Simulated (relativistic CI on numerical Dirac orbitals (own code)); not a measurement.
## Level scheme of Mo XXXIII

Method of calculation: Dirac-Coulomb-Breit CI, separate exchange-only KLI orbitals for each configuration, model QED, unscaled Slater integrals (own radial code, finite nucleus).

CI space (outside the closed core 1s2): 2s²2p⁶, 2s²2p⁵3s, 2s²2p⁵3p, 2s²2p⁵3d, 2s2p⁶3s, 2s2p⁶3p, 2s2p⁶3d, 2s²2p⁵4s, 2s²2p⁵4p, 2s²2p⁵4d, 2s²2p⁵4f, 2s2p⁶4s, 2s2p⁶4p, 2s2p⁶4d, 2s²2p⁴3s², 2s2p⁶4f, 2s²2p⁵5s, 2s²2p⁵5p, 2s²2p⁴3s3p, 2s²2p⁵5d, 2s²2p⁵5f, 2s²2p⁵5g, 2s²2p⁴3p², 2s²2p⁴3s3d, 2s²2p⁴3p3d, 2s2p⁵3s², 2s²2p⁴3d², 2s2p⁵3s3p, 2s2p⁶5s, 2s2p⁶5p, 2s2p⁵3p², 2s2p⁵3s3d, 2s2p⁶5d, 2s2p⁶5f, 2s2p⁶5g, 2s2p⁵3p3d. Levels of other configurations are missing.

```
No.  Configuration  Term  J   E (eV)    %  Next component (%)  Landé g
 41       2s²2p⁵4p    ³D  2  3262.13   51               33 ¹D    1.155
 42       2s²2p⁵4p    ³D  3  3272.53  100                        1.328
 43       2s²2p⁵4p    ¹P  1  3272.74   61               28 ³S    1.228
 44       2s²2p⁵4p    ³P  2  3274.68   67               33 ¹D    1.331
 45       2s²2p⁵4p    ¹S  0  3283.69   60               40 ³P         
 46       2s²2p⁵4d   ³P°  0  3302.16  100                             
 47       2s²2p⁵4d   ³P°  1  3303.45   78              22 ³D°    1.273
 48       2s²2p⁵4d   ³F°  3  3304.71   55              37 ¹F°    1.065
 49       2s²2p⁵4d   ³D°  2  3305.53   60              25 ³P°    1.176
 50       2s²2p⁵4d   ³F°  4  3306.28  100                        1.245
 51       2s²2p⁵4d   ¹D°  2  3307.46   62              27 ³P°    1.098
 52       2s²2p⁵4d   ³D°  3  3309.09   70              29 ¹F°    1.229
 53       2s²2p⁵4d   ¹P°  1  3314.89   62              30 ³D°    0.892
 54       2s²2p⁵4f    ³D  1  3323.57  100                        0.503
 55       2s²2p⁵4f    ³G  4  3323.98   51               48 ¹G    1.024
 56       2s²2p⁵4f    ³D  2  3324.42   75               23 ³F    1.046
 57       2s²2p⁵4f    ³G  5  3324.93  100                        1.196
 58       2s²2p⁵4f    ³F  3  3325.24   58               20 ³G    1.028
 59       2s²2p⁵4f    ¹D  2  3325.71   65               31 ³F    0.902
 60       2s²2p⁵4f    ¹F  3  3325.97   54               35 ³D    1.106
 61       2s²2p⁵4f    ³F  4  3326.44   73               19 ¹G    1.184
 62       2s²2p⁵4s   ³P°  0  3344.26  100                             
 63       2s²2p⁵4s   ³P°  1  3344.97   66              34 ¹P°    1.320
 64       2s²2p⁵4p    ³D  1  3371.19   73               23 ¹P    0.659
 65       2s²2p⁵4p    ³P  0  3378.43   60               40 ¹S         
 66       2s²2p⁵4p    ³P  1  3382.65   52               28 ³S    1.490
 67       2s²2p⁵4p    ³D  2  3383.16   49               34 ¹D    1.162
 68       2s²2p⁵4d   ³F°  2  3414.08   74              21 ¹D°    0.764
 69       2s²2p⁵4d   ³P°  2  3416.80   46              37 ³D°    1.282
 70       2s²2p⁵4d   ³F°  3  3417.52   43              34 ¹F°    1.108
 71       2s²2p⁵4d   ³D°  1  3418.94   48              38 ¹P°    0.835
 72       2s²2p⁵4f    ³G  3  3434.19   73               19 ¹F    0.822
 73       2s²2p⁵4f    ³F  2  3434.65   45               33 ¹D    0.885
 74       2s²2p⁵4f    ³G  4  3435.41   41               33 ¹G    1.081
 75       2s²2p⁵4f    ³D  3  3435.47   54               30 ³F    1.201
 76        2s2p⁶4s    ³S  1  3566.85  100                        1.994
 77        2s2p⁶4s    ¹S  0  3571.59  100                             
 78        2s2p⁶4p   ³P°  0  3594.31  100                             
 79        2s2p⁶4p   ³P°  1  3594.58   72              27 ¹P°    1.353
 80        2s2p⁶4p   ³P°  2  3604.93   93      7 2s²2p⁵5s ³P°    1.496
 81        2s2p⁶4p   ¹P°  1  3606.71   72              28 ³P°    1.140
 82       2s²2p⁵5s   ³P°  2  3615.09   93       7 2s2p⁶4p ³P°    1.493
 83       2s²2p⁵5s   ¹P°  1  3615.23   66              33 ³P°    1.156
 84       2s²2p⁵5p    ³D  2  3627.94   49               33 ¹D    1.150
 85       2s²2p⁵5p    ³P  1  3627.98   48               38 ³S    1.570
```

Energies count from the lowest computed level; ° marks odd parity.

The mean weight of the leading LS term, summed over parents, in these 45 levels is 69 %, and that of the leading jj configuration (from the same eigenvectors) 97 %, so jj coupling describes them better and the LS labels are nominal.

At this charge energies of transitions that change n are usually good to better than 1 %, and those within a shell (Δn = 0) to a few per cent.

LS names give the leading component of a level, which can be under half, so a name can repeat, a term be missing and a line seem to break the LS rules.
